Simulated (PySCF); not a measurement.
C8H7Cl3.
SMILES with atom numbers: `[Cl:1][C:2]([Cl:3])([Cl:4])[CH:5]1[CH:6]=[CH:7][CH:8]=[CH:9][CH:10]=[CH:11]1`

NICS = −σ at a ghost point: NICS(0) at the centroid of the ring atoms, NICS(1) 1 Å to either side along the normal of their mean plane, zz for the tensor component along that normal. Level: GIAO PBE0/pcSseg-1 (PySCF, non-relativistic, gas phase) on the GFN2-xTB geometry, one conformer.

Ring bond lengths (Å), with Mayer bond orders in brackets: C5–C6 1.502 (1.04), C6–C7 1.336 (1.80), C7–C8 1.437 (1.18), C8–C9 1.346 (1.73), C9–C10 1.437 (1.18), C10–C11 1.337 (1.80), C11–C5 1.503 (1.04).

Q: What do the NICS probes read (ppm)?

A: 
```csv
ring,type,NICS(0),"NICS(1), two faces","NICS(1)zz, two faces",rms pucker (Å),"centre to ring atoms, mean (Å)"
C5–C6–C7–C8–C9–C10–C11,"7-membered carbocycle; formal bonds 3 double, 4 single",-1.7,-5.9 / -2.7,-11.3 / -13.7,0.21,1.60
```

Q: What can be read from them?

A: 
- C5–C6–C7–C8–C9–C10–C11: mean NICS(1)zz -12.5 ppm, shielded. C5 has four or more neighbours, so the value isn't read as a sign of a π ring current.

Q: What is the mean of the two in-plane components of NICS at the first NICS(1) probe listed for ring C5–C6–C7–C8–C9–C10–C11, 1 Å off the ring?

A: The isotropic value is a third of the trace: (3 × -5.9 − (-11.3))/2 = -3.2 ppm.

Q: Give the inner angles of the rings and the Hirshfeld charges of the ring atoms.

A: 
- C5–C6–C7–C8–C9–C10–C11: C5 111.9° (-0.049 e), C6 127.5° (-0.048 e), C7 128.8° (-0.048 e), C8 126.2° (-0.049 e), C9 126.2° (-0.049 e), C10 128.8° (-0.048 e), C11 127.5° (-0.048 e); sum 876.8° against 900° for a flat convex ring.

Q: How shielded are the nuclei of the rings and their hydrogens (means over atoms taken as equivalent)?

A: 
```tsv
atoms	environment	σ isotropic (ppm)	principal values of the symmetric part, first atom (ppm)
C5	allylic carbon	122.8	108.5, 115.5, 144.5
C6 (×2)	alkene CH carbon	55.4	-31.2, 33.1, 164.3
C7 (×2)	alkene CH carbon	49.0	-62.4, 51.3, 158.2
C8 (×2)	alkene CH carbon	46.7	-73.0, 48.6, 164.5
H on C5	methine hydrogen	27.89	26.5, 26.7, 30.5
H on C6 (×2)	vinylic hydrogen	25.85	20.6, 26.8, 30.1
H on C7 (×2)	vinylic hydrogen	24.84	22.0, 24.5, 28.1
H on C8 (×2)	vinylic hydrogen	24.87	21.1, 26.2, 27.3
```

The run took about 2.5 min of CPU time (one thread, shared machine). This is the whole shielding run at PBE0/pcSseg-1, SCF included.

Shape of the structure used: `[Cl:1][C:2]([Cl:3])([Cl:4])[CH:5]1[CH:6]=[CH:7][CH:8]=[CH:9][CH:10]=[CH:11]1`: Cl1–C2–C5–C6 57°.
